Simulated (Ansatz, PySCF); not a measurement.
CuI (SMILES [Cu][I]), singlet, geometry from GFN2-xTB (such geometries of metal compounds can be far from the true shape) (core potentials on I), with bond 2-1 at 1.8 times its length. Base run: CASSCF(4,6)/def2-SVP (PySCF).

Here is a job for PySCF.
```python
from pyscf import gto, scf, mcscf
import numpy

mol = gto.M(
    atom='''
Cu   -0.00000000   -0.00000000   -1.55408005
I     0.00000000    0.00000000    2.77388628
''',
    basis='def2-svp',
    ecp={'I': 'def2-svp'},
    verbose=4,
)

mf = scf.RHF(mol)
mf.kernel()
mc = mcscf.CASSCF(mf, 6, 4)
mc.fix_spin_(ss=0.0)
mc.kernel()
occ = numpy.linalg.eigvalsh(mc.fcisolver.make_rdm1(mc.ci, mc.ncas, mc.nelecas))[::-1]
ss = mc.fcisolver.spin_square(mc.ci, mc.ncas, mc.nelecas)[0]
print('natural occupations', occ.round(4), ' <S^2>', round(ss, 4))
```

Programs used: Ansatz (a first-principles code), PySCF; a row that names a program was run with it.

Each row names what was changed in the base input (with any setting that the change needs).

```csv
change,ΔE vs base (mEh),natural occupations,<S^2> of the state,outcome
base,0.000,1.98 1.74 0.25 0.01 0.01 0.00,0.00,converged
conv_tol = 1e-5,0.349,1.98 1.76 0.23 0.01 0.01 0.00,0.00,converged
"active space = 6 electrons, 4 orbitals",17.818,2.00 2.00 1.67 0.33,0.00,converged
"active space = 8 electrons, 7 orbitals",-,-,-,not converged
"code = ansatz; correction = SC-NEVPT2, all electrons",-461.1,-,-,converged
"active space = 10 electrons, 8 orbitals",-,-,-,not converged
"active space = 8 electrons, 8 orbitals",-10.028,1.99 1.99 1.99 1.66 0.34 0.01 0.01 0.01,0.00,converged
state_average = 2 states,6.639,-,-,converged
correction = SC-NEVPT2,-459.3,1.98 1.74 0.25 0.01 0.01 0.00,0.00,converged
start = MP2 natural orbitals,-,-,-,not converged
code = ansatz,0.002,-,-,converged
```

Active orbitals are taken around the Fermi level unless the row says otherwise; CASSCF can end in different local minima, and two programs can end on different orbitals. State-averaged rows give the lowest state.

Ansatz warned in this series: other orbitals give a lower active-space energy.
